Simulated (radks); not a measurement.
The numbers below are computed, except where a source is named.
Question: K VII, 13 electrons, occupied as [Ne] 3s2 3p1 (the NIST ground configuration). Code: a radial shooting solver on a logarithmic mesh with Libxc functionals. Model: Dirac Kohn-Sham, PBE, spin-unpolarised, spherical densities, point nucleus; open shells fill j = l - 1/2 first. Some entries of the table are withheld. Estimate them.

orbital  occ.  eigenvalue (eV)  <r> (bohr)
1s1/2       2              (1)     0.08103
2s1/2       2        -463.7542      0.3853
2p1/2       2        -393.1725         (2)
2p3/2       4        -390.2333         (3)
3s1/2       2        -126.3574       1.111
3p1/2       1              (4)       1.152
3p3/2       0              (5)       1.156

Answer: 
(1) 1s1/2 eigenvalue (eV): -3638.458
(2) 2p1/2 <r> (bohr): 0.3459
(3) 2p3/2 <r> (bohr): 0.3483
(4) 3p1/2 eigenvalue (eV): -107.8069
(5) 3p3/2 eigenvalue (eV): -107.3766
